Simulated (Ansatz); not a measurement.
Ga₇Sb₇⁺. Charge 1, multiplicity 2. Geometry PBE-D4/def2-SVP, loosely relaxed, basis def2-TZVP, Ansatz.

```xyz
14

Ga   -0.244   -0.563    2.725
Ga   -1.804    0.351    0.501
Ga    1.696   -2.744    1.509
Ga   -0.577    2.792   -1.523
Ga    0.611   -0.777   -0.670
Ga   -1.896    1.632    3.134
Ga    1.965    1.597   -1.342
Sb   -1.767   -2.076   -2.358
Sb   -2.776    0.668   -2.081
Sb    3.262   -0.862   -0.463
Sb   -1.161   -2.385    0.557
Sb    2.473    0.166    2.071
Sb   -0.179    0.176   -3.251
Sb    0.397    2.024    1.190
```

```
run  HOMO (eV)  LUMO (eV)
  A      -7.52      -7.09
  B      -7.81      -7.19
  C      -8.16      -6.71
  D      -7.52      -7.19
```

In the def2 sets Sb takes a core potential; there is no spin–orbit coupling. Single mean-field runs in def2-TZVP are fitted with def2-universal-jkfit. Another isomer (doublet) lies 1.13 eV lower at PBE0-D4/def2-TZVP; other spin states weren't run for this one.

HOMO and LUMO are taken over both spins.

Task: The runs used B97M-V, PBE, PBE0, r2SCAN. Estimate which is which.

Result: A B97M-V (0 % exact exchange); B r2SCAN (0 % exact exchange); C PBE0 (25 % exact exchange); D PBE (0 % exact exchange). Exact exchange lowers occupied and raises empty levels; among semilocal functionals meta-GGAs tend to open the gap a little, and such runs are hard to tell apart. The gap grows from 0.32 eV (PBE) to 1.45 eV (PBE0). The geometry of the charge 1 doublet is only loosely relaxed.
